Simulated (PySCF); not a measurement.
CH11NSi4, SMILES N[SiH2][SiH]1[SiH2]C[SiH2]1. Geometry: PBE0-D3(BJ)/def2-SVP. The structure was generated by enumeration, and PubChem lists no compound with its InChIKey, so it may never have been made. The values are those of a single conformer.

### Question
Give the equilibrium geometry at PBE0-D3(BJ)/def2-SVP (PySCF confirms it by a frequency run) as bond lengths and angles. (The exact figures need the calculation; the answer reports its results.)

### Answer
This is not unique; one that fits is 
Atoms: N1 Si2 Si3 Si4 C5 Si6 H7 H8 H9 H10 H11 H12 H13 H14 H15 H16 H17. Bonds (Å): N1–Si2 1.736, N1–H7 1.015, N1–H8 1.014, Si2–Si3 2.333, Si2–H9 1.496, Si2–H10 1.505, Si3–Si4 2.363, Si3–Si6 2.365, Si3–H11 1.498, Si4–C5 1.907, Si4–H12 1.497, Si4–H13 1.497, C5–Si6 1.906, C5–H14 1.104, C5–H15 1.101, Si6–H16 1.497, Si6–H17 1.498. Angles (°): Si2–N1–H7 119.3, Si2–N1–H8 118.8, H7–N1–H8 110.4, N1–Si2–Si3 108.6, N1–Si2–H9 107.5, N1–Si2–H10 116.5, Si3–Si2–H9 111.6, Si3–Si2–H10 105.9, H9–Si2–H10 106.7, Si2–Si3–Si4 119.2, Si2–Si3–Si6 118.3, Si2–Si3–H11 114.5, Si4–Si3–Si6 74.3, Si4–Si3–H11 112.6, Si6–Si3–H11 111.9, Si3–Si4–C5 90.3, Si3–Si4–H12 121.0, Si3–Si4–H13 109.8, C5–Si4–H12 115.5, C5–Si4–H13 110.5, H12–Si4–H13 108.6, Si4–C5–Si6 97.0, Si4–C5–H14 107.9, Si4–C5–H15 117.5, Si6–C5–H14 107.8, Si6–C5–H15 117.5, H14–C5–H15 108.3, Si3–Si6–C5 90.3, Si3–Si6–H16 121.1, Si3–Si6–H17 109.8, C5–Si6–H16 115.7, C5–Si6–H17 110.5, H16–Si6–H17 108.3.
Charge 0, spin multiplicity 1.
